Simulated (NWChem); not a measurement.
System: GaH2Br; SMILES [GaH2][Br]

The following NWChem deck was run.

```
start job
memory heap 200 mb stack 900 mb global 1100 mb
geometry units angstroms
  Ga     0.000000     0.000000    -1.191174
  H      0.000000     1.408228    -1.860153
  H      0.000000    -1.408228    -1.860153
  Br     0.000000     0.000000     1.105900
end
basis spherical
  * library sto-3g
end
dft
  xc hfexch
  iterations 150
end
driver
  maxiter 120
end
task dft optimize
task dft freq
```

Excerpt of the output:

```
             Northwest Computational Chemistry Package (NWChem) 7.3.0
             --------------------------------------------------------

 C2V symmetry detected

                             Geometry "geometry" -> ""
                             -------------------------

 Output coordinates in angstroms (scale by  1.889725989 to convert to a.u.)

  No.       Tag          Charge          X              Y              Z
 ---- ---------------- ---------- -------------- -------------- --------------
    1 Ga                  31.0000     0.00000000     0.00000000    -1.16264165
    2 H                    1.0000     0.00000000     1.40822800    -1.83162065
    3 H                    1.0000     0.00000000    -1.40822800    -1.83162065
    4 Br                  35.0000     0.00000000     0.00000000     1.13443235

 Effective nuclear repulsion energy (a.u.)     282.4654898013

      Symmetry information
      --------------------

 Group name             C2v
 Group number             16
 Group order               4
 No. of unique centers     3

                                Z-matrix (autoz)
                                --------

 Units are Angstrom for bonds and degrees for angles

      Type          Name      I     J     K     L     M      Value
      ----------- --------  ----- ----- ----- ----- ----- ----------
    1 Stretch                  1     2                       1.55905
    2 Stretch                  1     3                       1.55905
    3 Stretch                  1     4                       2.29707
    4 Bend                     2     1     3               129.17987
    5 Bend                     2     1     4               115.41007
    6 Bend                     3     1     4               115.41007
    7 Torsion                  2     1     3     4         180.00000
    8 Torsion                  2     1     4     3         180.00000
    9 Torsion                  3     1     2     4         180.00000
   10 Torsion                  2     4     1     3         180.00000
   11 Torsion                  3     2     1     4         180.00000
   12 Torsion                  2     3     1     4         180.00000

  xc_inp: hfexch multiplicative factor not found.

                           NWChem Geometry Optimization
                           ----------------------------

[...]

      ----------------------
      Optimization converged
      ----------------------

  Step       Energy      Delta E   Gmax     Grms     Xrms     Xmax
  ---- ---------------- -------- -------- -------- -------- --------
@    6   -4446.78771359 -6.1D-07  0.00016  0.00008  0.00083  0.00142
                                     ok       ok       ok       ok

                                Z-matrix (autoz)
                                --------

 Units are Angstrom for bonds and degrees for angles

      Type          Name      I     J     K     L     M      Value     Gradient
      ----------- --------  ----- ----- ----- ----- ----- ---------- ----------
    1 Stretch                  1     2                       1.30654   -0.00016
    2 Stretch                  1     3                       1.30654   -0.00016
    3 Stretch                  1     4                       2.22431    0.00016
    4 Bend                     2     1     3               142.94878   -0.00003
    5 Bend                     2     1     4               108.52561    0.00002
    6 Bend                     3     1     4               108.52561    0.00002
    7 Torsion                  2     1     3     4         180.00000    0.00000
    8 Torsion                  2     1     4     3         180.00000    0.00000
    9 Torsion                  3     1     2     4         180.00000    0.00000
   10 Torsion                  2     4     1     3         180.00000    0.00000
   11 Torsion                  3     2     1     4         180.00000    0.00000
   12 Torsion                  2     3     1     4         180.00000    0.00000

                         Geometry "geometry" -> "geometry"
                         ---------------------------------

[...]

 Rotational Constants
 --------------------
 A=   5.449527 cm-1  (  7.840479 K)
 B=   0.089551 cm-1  (  0.128841 K)
 C=   0.088103 cm-1  (  0.126758 K)

 Temperature                      =   298.15K
 frequency scaling parameter      =   1.0000

 Zero-Point correction to Energy  =   10.029 kcal/mol  (  0.015982 au)
 Thermal correction to Energy     =   12.198 kcal/mol  (  0.019438 au)
 Thermal correction to Enthalpy   =   12.790 kcal/mol  (  0.020382 au)

 Total Entropy                    =   64.596 cal/mol-K
   - Translational                =   40.925 cal/mol-K (mol. weight = 150.8578)
   - Rotational                   =   21.757 cal/mol-K (symmetry #  =        2)
   - Vibrational                  =    1.914 cal/mol-K

 Cv (constant volume heat capacity) =    9.515 cal/mol-K
   - Translational                  =    2.979 cal/mol-K
   - Rotational                     =    2.979 cal/mol-K
   - Vibrational                    =    3.556 cal/mol-K

[normal modes left out]

 ----------------------------------------------------------------------------
 Normal Eigenvalue ||           Projected Infra Red Intensities
  Mode   [cm**-1]  || [atomic units] [(debye/angs)**2] [(KM/mol)] [arbitrary]
 ------ ---------- || -------------- ----------------- ---------- -----------
    1       -0.000 ||    0.000000           0.000         0.000       0.000
    2       -0.000 ||    0.000214           0.005         0.209       0.087
    3        0.000 ||    0.000000           0.000         0.000       0.000
    4        0.000 ||    0.000213           0.005         0.208       0.086
    5        0.000 ||    0.000242           0.006         0.236       0.098
    6        0.000 ||    0.000236           0.005         0.230       0.095
    7      322.113 ||    0.017941           0.414        17.490       7.263
    8      708.597 ||    0.033851           0.781        33.000      13.704
    9      848.536 ||    0.025423           0.587        24.784      10.292
   10      892.333 ||    0.124544           2.873       121.411      50.419
   11     1781.531 ||    0.038143           0.880        37.183      15.441
   12     2465.659 ||    0.055611           1.283        54.213      22.513
 ----------------------------------------------------------------------------
```

Level: Hartree-Fock/STO-3G. This build's default masses of Se (78.918 u) and Br (79.917 u) are each other's, which moves their modes by up to 0.6 %.
